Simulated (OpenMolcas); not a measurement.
Computed levels of 5d3 in ions with 71 electrons, in cm-1 above 4F 3/2.

```yaml
Program: OpenMolcas
Method: CASSCF
Basis: ANO-RCC-VQZP
Scalar_Hamiltonian: DKH2, point nucleus
Spin-orbit_coupling: state interaction with AMFI integrals over the reference wave functions, term energies averaged over their components
```

Active space for each ion: 3 electrons in 10 orbitals (5d 6d).

| Level | Ta2+ | W3+ | Re4+ | Ir6+ | Pt7+ |
| --- | --- | --- | --- | --- | --- |
| 4F 5/2 | 2438 | 3429 | 4624 | 7517 | 9341 |
| 4F 7/2 | 4990 | 6818 | 8919 | 13711 | 16530 |
| 4F 9/2 | 7365 | 9765 | 12372 | 17907 | 20916 |
| 4P 1/2 | 12359 | 14652 | 16926 | 21685 | 24268 |
| 2G 7/2 | 14452 | 17689 | 21067 | 28487 | 32711 |
| 2H 9/2 | 14986 | 18251 | 21686 | 29410 | 33917 |
| 4P 5/2 | 15955 | 19484 | 23149 | 30992 | 35320 |
| 2P 1/2 | 19162 | 23410 | 27803 | 37257 | 42517 |
| 2H 11/2 | 20392 | 24951 | 29632 | 39621 | 45124 |

Estimate 4F 9/2, 4P 1/2, 2G 7/2 for Os5+ from its neighbours Re4+ and Ir6+.

4F 9/2 is fine structure, which grows about as the fourth power of a screened charge, so the fourth roots are averaged: ((12372^0.25 + 17907^0.25) / 2)^4 = 14948. The calculation gives 14987, so the estimate is off by -0.3 %; the measured value is 14678 (the list in Brasseur, Palmeri and Quinet, Atoms 13, 11 (2025)).
4P 1/2 is another term, which grows about linearly with the charge: (16926 + 21685) / 2 = 19306. The calculation gives 19181, so the estimate is off by +0.7 %; the measured value is 16772 (the list in Brasseur, Palmeri and Quinet, Atoms 13, 11 (2025)).
2G 7/2 is another term, which grows about linearly with the charge: (21067 + 28487) / 2 = 24777. The calculation gives 24514, so the estimate is off by +1.1 %; the measured value is 22920 (the list in Brasseur, Palmeri and Quinet, Atoms 13, 11 (2025)).

Mixed levels, with the weight of the term that names them: Ta2+ 2H 9/2 (52 %), W3+ 2H 9/2 (55 %), Re4+ 4F 9/2 (74 %), Re4+ 2H 9/2 (57 %), Os5+ 4F 9/2 (67 %), Os5+ 2H 9/2 (58 %), Ir6+ 4F 9/2 (60 %), Ir6+ 4P 1/2 (74 %), Ir6+ 2H 9/2 (58 %), Ir6+ 2P 1/2 (74 %), Pt7+ 4F 9/2 (52 %), Pt7+ 4P 1/2 (72 %), Pt7+ 2H 9/2 (56 %), Pt7+ 2P 1/2 (72 %).

Without dynamic correlation excited terms often stand tens of per cent too high (terms of higher spin than the ground term too low), and those without a measured partner can miss by more than the paired ones. Active for correlation alone: 6d; no level in the range computed is led by a configuration that fills it, so any true level of that kind is missing. Some levels mix across a computed gap that differs much from the measured one, so their mixing is not that of the real levels (holds for W3+). Measured partners are found by configuration, term and J. A level has none where our copy of the source lacks it or the pairing is in doubt (some pairs that miss far off the trend of their configuration count as doubtful), and it then counts in no deviation. Levels of configurations outside the active space are missing.
